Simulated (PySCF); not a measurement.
## P³⁺ (phosphorus, charge +3): Hartree-Fock from Schrödinger to Dirac-Coulomb-Breit

Occupied: 1s1/2, 2s1/2, 2p1/2, 2p3/2, 3s1/2. Hartree-Fock calculated with PySCF 2.14 in an even-tempered Gaussian basis (19 s from 0.036 bohr⁻², ratio 2.7; 13 p from 0.043 bohr⁻², ratio 2.7), Gaussian nucleus throughout. NR is non-relativistic, sf-X2C the spin-free one-electron X2C Hamiltonian, X2C adds the bare one-electron spin-orbit term, X2C-SNSO screens it by Boettger's factors, DC is four-component Dirac-Coulomb, and the Gaunt and Breit terms are added at first order (total energies over the DC spinors, levels after relaxing the spinors in that mean field). QED terms are absent. Levels marked empty are virtual spinors of this ion; the basis has s and p functions only, so 3d, which can lie below the n = 4 levels, is absent.

```
Hamiltonian  E (hartree)  E − E(DC) (hartree)  CPU seconds
         NR    -338.5585               0.8473         0.47
     sf-X2C    -339.3778               0.0280         0.26
        X2C    -339.3784               0.0274         0.32
   X2C-SNSO    -339.3782               0.0276         0.33
         DC    -339.4058               0.0000           12
   DC+Gaunt    -339.3310               0.0747           23
   DC+Breit    -339.3362               0.0696           78
```

| level (eV) | NR | sf-X2C | X2C | X2C-SNSO | DC | DC+Gaunt | DC+Breit |
| --- | --- | --- | --- | --- | --- | --- | --- |
| 1s1/2 | -2216.3 | -2222.4 | -2222.4 | -2222.4 | -2222.9 | -2221.7 | -2221.7 |
| 2s1/2 | -243.29 | -244.29 | -244.29 | -244.29 | -244.33 | -244.28 | -244.27 |
| 2p1/2 | -185.68 | -185.65 | -186.41 | -186.31 | -186.31 | -186.20 | -186.21 |
| 2p3/2 | -185.68 | -185.65 | -185.28 | -185.33 | -185.34 | -185.28 | -185.29 |
| 3s1/2 | -49.885 | -50.002 | -50.001 | -50.001 | -50.005 | -49.998 | -49.999 |
| 3p1/2 (empty) | -29.216 | -29.207 | -29.265 | -29.257 | -29.256 | -29.248 | -29.249 |
| 3p3/2 (empty) | -29.216 | -29.207 | -29.179 | -29.183 | -29.183 | -29.179 | -29.180 |
| 4s1/2 (empty) | -15.073 | -15.097 | -15.097 | -15.097 | -15.098 | -15.096 | -15.097 |

```
interval (eV)      X2C  X2C-SNSO       DC  DC+Gaunt  DC+Breit
2p3/2 − 2p1/2    1.137    0.9847   0.9661    0.9202    0.9202
3p3/2 − 3p1/2  0.08598   0.07448  0.07243   0.06876   0.06876
```

Weight of the small component: 1s1/2 0.00284, 2s1/2 0.000427, 2p1/2 0.000397, 2p3/2 0.000395, 3s1/2 6.83e-05, 3p1/2 4.97e-05, 3p3/2 4.96e-05, 4s1/2 1.76e-05.

Koopmans' value for the highest occupied level at DC+Breit: 49.999 eV, against an ionisation energy of 51.444 eV (measured; NIST Atomic Spectra Database, ionization energies); the former lacks relaxation, correlation, QED and recoil.

The whole ladder took 120 s of wall time on 1 thread of Neoverse-N1 (shared host), launched as `OMP_NUM_THREADS=1 python relrun2.py TASK.json OUT` (a driver that calls PySCF for each Hamiltonian).

Dirac-Coulomb iterations, started from the X2C spinors:

```
with_ssss True, with_gaunt False, with_breit False
light speed = 137.03599967994
init E= -339.353483196812
cycle= 1 E= -339.405790518979  delta_E= -0.0523  |g|= 0.0319  |ddm|= 0.0057
cycle= 2 E= -339.405792037744  delta_E= -1.52e-06  |g|= 0.000994  |ddm|= 0.00129
cycle= 3 E= -339.405792086565  delta_E= -4.88e-08  |g|= 0.000211  |ddm|= 0.000329
cycle= 4 E= -339.405792088933  delta_E= -2.37e-09  |g|= 1.37e-06  |ddm|= 5.59e-05
cycle= 5 E= -339.405792088935  delta_E= -1.99e-12  |g|= 1.81e-07  |ddm|= 1.63e-06
```
